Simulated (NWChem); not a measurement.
TaF4, doublet; SMILES [F][Ta]([F])([F])[F]

In the optimisation the excess spin sits in a (S4, its own frame). This spin state was assumed; another may lie lower. def2 effective core potentials on Ta; no spin-orbit coupling.

Question: Give the equilibrium geometry at PBE0/def2-SVP with def2 effective core potentials on Ta, spin-unrestricted (NWChem) as a Z-matrix, with the point group.

Answer: point group D2d; any orientation.
```
Ta
F 1 1.8700
F 1 1.8700 2 139.69
F 1 1.8700 2 96.82 3 -109.01
F 1 1.8700 2 96.82 4 -141.98
```
